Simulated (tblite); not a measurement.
Ge2H8SSi.
Bonds: Si1–Ge2, Ge2–Ge3, Ge3–S4. Hydrogens: H5, H6, H7 on Si1; H8, H9 on Ge2; H10, H11 on Ge3; H12 on S4.

Computed with GFN2-xTB (tblite), gas phase: L-BFGS steps from a force-field or distance-geometry start until the largest atomic force falls under 0.01 eV/Å.

Geometry at step 5:
```
atom  x, y, z in Å
Si1     2.3949   -0.1044   -0.0605
Ge2     0.2460    0.7042   -0.2853
Ge3    -1.5022   -0.7759    0.3723
S4     -3.5342   -0.0025   -0.0614
H5      2.3907   -1.4776    0.4148
H6      3.0665    0.7694    0.8829
H7      3.0048   -0.0416   -1.3800
H8     -0.0904    1.0120   -1.7145
H9     -0.0070    2.0277    0.3789
H10    -1.3674   -2.1033   -0.3884
H11    -1.4245   -1.2985    1.8236
H12    -3.1761    1.2897   -0.0083
```

Problem. Give the atomic forces at this geometry.

Solution. 
| atom | Fx (eV/Å) | Fy (eV/Å) | Fz (eV/Å) |
| --- | --- | --- | --- |
| Si1 | 0.175 | -0.001 | -0.073 |
| Ge2 | -0.208 | -0.088 | 0.033 |
| Ge3 | -0.025 | -0.281 | 0.083 |
| S4 | 0.054 | 0.188 | 0.067 |
| H5 | 0.018 | -0.146 | 0.073 |
| H6 | 0.227 | 0.060 | 0.126 |
| H7 | 0.170 | -0.012 | -0.076 |
| H8 | -0.071 | 0.144 | -0.167 |
| H9 | -0.064 | 0.188 | 0.035 |
| H10 | -0.139 | 0.137 | 0.045 |
| H11 | -0.098 | 0.134 | -0.138 |
| H12 | -0.039 | -0.322 | -0.008 |

The largest, 0.32 eV/Å, acts on H12; the rms over all components is 0.133 eV/Å. The forces sum to zero within rounding, as they must for an isolated molecule in no field.

Problem. Give the force on H12 in Eh/bohr and in nN.

Solution. 0.324 eV/Å ÷ 51.422 = 0.00631 Eh/bohr, and 0.324 eV/Å × 1.602 = 0.52 nN.

Problem. How far is this geometry from the end of the optimisation?

Solution. 0.062 eV above it, and 0.114 Å rms away after alignment. The bonds farthest from their final lengths, with half the difference of the two atoms' forces along the bond (positive lengthens):

```csv
bond,now (Å),final (Å),force along bond (eV/Å)
Si1–Ge2,2.307,2.353,+0.16
Ge2–Ge3,2.383,2.415,0.00
Ge2–H9,1.502,1.522,+0.11
Ge2–H8,1.500,1.519,+0.10
S4–H12,1.342,1.326,-0.26
Ge3–H10,1.536,1.520,-0.18
```

The angle farthest from its final value is Ge2–Ge3–H10, 109.6° against 115.0°.

Of the 6 listed bonds off by 0.010 Å or more, this force points towards the final length in 5.

The cost below is that of the whole relaxation. On one thread of an Arm Neoverse V1, no GPU (shared host), this took 0.38 s.
